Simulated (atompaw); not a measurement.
Si (Z = 14): one change to a PAW (atompaw) potential, before and after

* Element: silicon (Si)
* Generator: atompaw 4.2.0.5
* Type: PAW
* Functional: LDA (PW92)
* Relativity: non-relativistic
* Frozen core: [Ne]
* Valence charge: 4
* Reference configuration: 3s2 3p1.75 (charge +0.25)
* Partial waves: 3s (bound): rc 2.05 bohr; 3s channel at 3.6 Ry: rc 2.05 bohr; 3p (bound): rc 2.05 bohr; 3p channel at 1.35 Ry: rc 2.00 bohr
* Local potential: bessel scheme, radius 1.60 bohr
* Core correction: smooth core density matched at 1.35 bohr
* Augmentation charge: sinc compensation charge, radius 2.05 bohr; PAW radius 2.05 bohr; waves and projectors: custom polynom vanderbiltortho

Change: wave 3p (bound): rc 2.05 bohr becomes 3p (bound): rc 1.42 bohr.

Cutoffs: the cutoffs (Ry, on a coarse ladder) from which the occupation-weighted sum of valence levels, in a spherical-Bessel basis at the reference potential, stays within 10 and 1 mRy of its value at 400 Ry; they do not see the model core or the augmentation charge, which bear on the density cutoff.

**Question.** What does the change do?

**Answer.** The potential gets harder (8 Ry and 12 Ry → 10 Ry and 35 Ry); neither file shows a bound ghost.

```tsv
quantity	base	changed
cutoff, loose	8 Ry	10 Ry
cutoff, tight	12 Ry	35 Ry
bound ghosts	none	none
s: phases at 2.05 bohr within 0.05 rad from the reference energy up to (Ry; the scan ends near 5)	to the end of the scan	to the end of the scan
p: phases at 2.05 bohr within 0.05 rad from the reference energy up to (Ry; the scan ends near 5)	to the end of the scan	to the end of the scan
lowest overlap eigenvalue by channel	s 0.16, p 0.76	s 0.16, p 0.09
```

 The cutoffs see the waves, projectors and local potential, not the compensation charge or the core.
